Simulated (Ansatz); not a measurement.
Molecule: sum formula AlOF2H (charge 0, singlet). SMILES: [OH][Al]([F])[F]
Geometry from a B3LYP-D3(BJ)/def2-TZVP (Ansatz, an electronic-structure program) optimisation:
```xyz
5

O      1.6043    -0.4426     0.0146
Al    -0.0158    -0.0052    -0.0007
F     -1.1540    -1.1796    -0.0993
F     -0.5081     1.5604     0.0797
H      2.3301     0.1804     0.0700
```
Charge 0, spin multiplicity 1.

Property: vertical ionisation energy (to the doublet state of charge +1; each state is the SCF solution reached for its spin), in eV. Valence correlation only, unless marked. Open shells are spin-unrestricted. No spin-orbit coupling. Non-relativistic. Basis-set limits of correlation are two-point, X^-3; Hartree-Fock from the larger set.

```csv
level,program,vertical ionisation energy (eV)
BHLYP/def2-TZVPD,Ansatz,12.80
CAM-B3LYP/def2-TZVPD,Ansatz,13.14
```

**Question.** Estimate the value at CCSD(T)/CBS(aug-cc-pV(T+d)Z,aug-cc-pV(Q+d)Z) as computed with Ansatz.

**Answer.** 13.19 eV
